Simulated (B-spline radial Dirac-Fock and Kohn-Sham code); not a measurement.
Magnetic form factor of the 4f shell of Gd³⁺

System: gadolinium as Gd³⁺, configuration [Xe] 4f7.

Method: relativistic Hartree-Fock (Dirac-Fock) wave functions, averaged over the configuration. Computed with a radial finite-basis atomic code. ⟨j_K⟩ is the integral of the 4f radial density with the spherical Bessel function j_K(4πsr), s = sin θ/λ.

Hund's rules give S = 7/2, L = 0, J = 7/2 for 4f7, so g = 2.000, and the dipole approximation is F = ⟨j0⟩ + C₂⟨j2⟩ with C₂ = (2 − g)/g = 0.000.

```csv
s (Å⁻¹),⟨j0⟩,⟨j2⟩,⟨j4⟩,⟨j6⟩,F (dipole),tabulated ⟨j0⟩
0,1.0000,0.0000,0.0000,0.0000,1.0000,0.9999
0.05,0.9842,0.0063,0.0000,0.0000,0.9842,0.9841
0.1,0.9389,0.0240,0.0003,0.0000,0.9389,0.9389
0.15,0.8698,0.0498,0.0016,0.0000,0.8698,0.8699
0.2,0.7846,0.0799,0.0044,0.0002,0.7846,0.7845
0.25,0.6910,0.1102,0.0091,0.0007,0.6910,0.6907
0.3,0.5957,0.1377,0.0157,0.0016,0.5957,0.5954
0.35,0.5039,0.1605,0.0238,0.0031,0.5039,0.5037
0.4,0.4189,0.1777,0.0330,0.0052,0.4189,0.4188
0.45,0.3424,0.1892,0.0426,0.0080,0.3424,0.3425
0.5,0.2753,0.1954,0.0520,0.0114,0.2753,0.2755
0.6,0.1684,0.1948,0.0691,0.0193,0.1684,0.1684
0.7,0.0938,0.1820,0.0819,0.0278,0.0938,0.0930
0.8,0.0442,0.1623,0.0901,0.0360,0.0442,0.0432
0.9,0.0130,0.1400,0.0938,0.0431,0.0130,0.0125
1,-0.0053,0.1176,0.0938,0.0488,-0.0053,-0.0049
1.1,-0.0152,0.0968,0.0909,0.0529,-0.0152,-0.0141
1.2,-0.0195,0.0783,0.0861,0.0555,-0.0195,-0.0185
1.4,-0.0195,0.0491,0.0731,0.0568,-0.0195,-0.0212
1.6,-0.0152,0.0293,0.0591,0.0541,-0.0152,–
```

Radial moments of the shell: ⟨r²⟩ = 0.8671, ⟨r⁴⟩ = 1.820, ⟨r⁶⟩ = 7.830 in powers of bohr. Tabulated ⟨j0⟩: the fit in Brown, International Tables for Crystallography C, 4.4.5, itself from free-ion calculations whose configuration may differ.
